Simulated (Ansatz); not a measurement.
Gas-phase electronic energies from Ansatz, PBE0-D4/def2-TZVP geometries. CCSD(T)/CBS is the MP2 limit (def2-TZVPP, def2-QZVPP) plus CCSD(T) − MP2 in def2-TZVPP, frozen cores. Each species was taken in one conformer, which may not be the lowest.

Consider the redistribution: `O[SiH2]BO[SiH3]` + `O[SiH2]C#C[SiH3]` → `O[SiH2]C#C[SiH2]O` + `[SiH3]BO[SiH3]`.

```json
{"species": "`O[SiH2]BO[SiH3]`", "CCSD/def2-TZVPP energy (Eh)": "-757.43824"}
{"species": "`O[SiH2]C#C[SiH3]`", "CCSD/def2-TZVPP energy (Eh)": "-732.88140"}
{"species": "`O[SiH2]C#C[SiH2]O`", "CCSD/def2-TZVPP energy (Eh)": "-808.06451"}
{"species": "`[SiH3]BO[SiH3]`", "CCSD/def2-TZVPP energy (Eh)": "-682.26105"}
```

Work out ΔE.

ΔE = (-808.06451) + (-682.26105) − (-757.43824) − (-732.88140) = -0.00592 Eh = -3.7 kcal/mol. CCSD(T)/CBS gives -3.6 kcal/mol.

Largest T1 diagnostic among the species: 0.014.
